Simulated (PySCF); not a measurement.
**Question.** What does the PBE0-D3(BJ)/def2-SVP structure of `Cc1ccc2cc(Cl)ccn12` look like in three dimensions?

**Answer.** 
Z-matrix in Å and degrees, rows numbered from 1:
```
C 
C   1  1.4838
C   2  1.3880  1  131.07
C   3  1.4094  2  109.20  1  -179.96
C   4  1.3907  3  107.09  2    -0.02
C   5  1.4140  4  134.56  3  -179.93
C   6  1.3697  5  119.61  4   179.93
Cl  7  1.7313  6  120.81  5  -179.93
C   7  1.4252  6  120.65  5     0.03
C   9  1.3620  7  119.51  6    -0.03
N  10  1.3695  9  120.52  7    -0.00
H   1  1.0977  2  109.66  3    -0.04
H   1  1.1041  2  112.29  3  -119.49
H   1  1.1041  2  112.29  3   119.43
H   3  1.0891  2  124.34  1     0.04
H   4  1.0872  3  127.48  2   179.99
H   6  1.0903  5  119.29  4    -0.04
H   9  1.0894  7  120.33  6   179.97
H  10  1.0899  9  122.86  7  -179.98
```

The 6-membered ring C5–C6–C7–C9–C10–N11 has internal angles of 118.3° to 121.4°; it is planar, 0.00 Å rms from its mean plane, widest ring torsion 0°. N11 (pyrrole-type nitrogen) is planar (angles 129.0°, 121.4° and 109.6°, sum 360.0°, 0.00 Å off the plane of its three neighbours). The C–N distances run from 1.369 Å (C10–N11, aromatic) to 1.409 Å (C5–N11, aromatic), a spread of 0.040 Å. The 5-membered ring C2–C3–C4–C5–N11 has internal angles of 107.0° to 109.6° (sum 540°, against 540° for a flat polygon); it is planar, 0.00 Å rms from its mean plane, widest ring torsion 0°.

Computed, not measured: PySCF 2.14.0, PBE0-D3(BJ)/def2-SVP geometry optimisation, gas phase.

Point group: Cs (tolerance 0.08 Å). Whether it is a minimum is left open (no frequencies).
